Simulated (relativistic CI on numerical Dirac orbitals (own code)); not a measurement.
Hf XLVI: q coefficients and field-shift factors

These numbers are calculated, not measured: Dirac-Coulomb-Breit CI, separate exchange-only KLI orbitals for each configuration, derivatives by finite differences, unscaled Slater integrals, QED left out (own radial code, finite nucleus).

Configuration list (outside the closed core [Ne]): 3s2 3p6 3d9, 3s2 3p5 3d10, 3s 3p6 3d10, 3s2 3p6 3d8 4s, 3s2 3p6 3d8 4p, 3s2 3p4 3d10 4s, 3s2 3p6 3d8 4d, 3s2 3p4 3d10 4p. Levels of other configurations are missing.

With x = (α/α₀)² − 1 an excitation energy changes as ω = ω₀ + qx; K = 2q/ω₀ is the relative enhancement. Terms are leading LS components, so labels can repeat. The field-shift factor is F = δν/δ⟨r²⟩ for the transition from the lowest level.

Lowest level 3s2 3p6 3d9 2D_5/2.

| Level | ω₀ (cm⁻¹) | q (cm⁻¹) | K | F (GHz/fm²) |
| --- | --- | --- | --- | --- |
| 3s2 3p6 3d9 2D_3/2 | 469394 | 474400 | 2.02 | 11 |
| 3s2 3p5 3d10 2P°_3/2 | 3455408 | 599400 | 0.347 | 33.3 |
| 3s2 3p5 3d10 2P°_1/2 | 5630618 | 3.231e+06 | 1.15 | -276 |
| 3s 3p6 3d10 2S_1/2 | 7497674 | 3.557e+06 | 0.949 | -5560 |
| 3s2 3p6 3d8 4s 4F_9/2 | 12021627 | -1.414e+06 | -0.235 | 2030 |
| 3s2 3p6 3d8 4s 2F_7/2 | 12045249 | -1.411e+06 | -0.234 | 2030 |
| 3s2 3p6 3d8 4s 2D_5/2 | 12098735 | -1.412e+06 | -0.233 | 2030 |
| 3s2 3p6 3d8 4s 2D_3/2 | 12109706 | -1.409e+06 | -0.233 | 2030 |
| 3s2 3p6 3d8 4s 2S_1/2 | 12252377 | -1.39e+06 | -0.227 | 2030 |
| 3s2 3p6 3d8 4s 4F_7/2 | 12484183 | -936600 | -0.15 | 2040 |
| 3s2 3p6 3d8 4s 4F_5/2 | 12489977 | -934000 | -0.15 | 2040 |
| 3s2 3p6 3d8 4s 4P_5/2 | 12558232 | -931700 | -0.148 | 2040 |
| 3s2 3p6 3d8 4s 4P_3/2 | 12563741 | -929300 | -0.148 | 2040 |
| 3s2 3p6 3d8 4s 4P_3/2 | 12598184 | -926900 | -0.147 | 2040 |
| 3s2 3p6 3d8 4s 2G_9/2 | 12603034 | -946300 | -0.15 | 2040 |
| 3s2 3p6 3d8 4s 2G_7/2 | 12607709 | -942900 | -0.15 | 2040 |
| 3s2 3p6 3d8 4s 2P_1/2 | 12613596 | -925400 | -0.147 | 2040 |
| 3s2 3p6 3d8 4p 4D°_7/2 | 12767520 | -1.292e+06 | -0.202 | 228 |
| 3s2 3p6 3d8 4p 2G°_9/2 | 12777936 | -1.294e+06 | -0.203 | 228 |
| 3s2 3p6 3d8 4p 2D°_3/2 | 12840903 | -1.291e+06 | -0.201 | 229 |
| 3s2 3p6 3d8 4p 2F°_5/2 | 12845953 | -1.291e+06 | -0.201 | 229 |
| 3s2 3p6 3d8 4p 2P°_1/2 | 12992089 | -1.267e+06 | -0.195 | 229 |
| 3s2 3p6 3d8 4s 4F_3/2 | 12993178 | -459200 | -0.0707 | 2050 |

At this charge energies of transitions that change n are usually good to better than 1 %, and those within a shell (Δn = 0) to a few per cent.
